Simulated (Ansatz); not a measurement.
```yaml
crystal:
  periodic: [false, false, false]
  atoms:
    - {symbol: Si, position_ang: [-0.018797, -0.836139, 1.403807]}
    - {symbol: Si, position_ang: [1.207427, 0.198285, -0.589375]}
    - {symbol: Si, position_ang: [-1.125418, -0.818849, -0.857024]}
    - {symbol: Si, position_ang: [-0.852209, 1.328304, 0.425046]}
    - {symbol: Ge, position_ang: [1.060676, 1.279905, 1.930418]}
    - {symbol: Ge, position_ang: [0.585701, -2.460392, -0.303901]}
    - {symbol: Ge, position_ang: [-0.857380, 1.308895, -2.008981]}
basis:
  gaussian: {orbitals: def2-TZVP, initial_orbitals: start.molden}
total_charge: 1
magnetization: {spin_polarized: true, initial_magnetization: 1}
hamiltonian: {xc: {name: wB97X-V}}
scf: {omitted_lower_state_checks: [starts]}
output: {orbitals: {seedname: orbitals}}
```

The file start.molden holds the orbitals of an earlier run on this structure, at another level or in another basis.

```sh
$ ansatz run in.yaml --threads 4 --pin off --events-out ev --progress --plain --max-ram 4787MiB
```

Does this run fit into the memory that it is given?

No. It has 292 basis functions, and Ansatz plans for 6 GiB where 5 GiB are given.
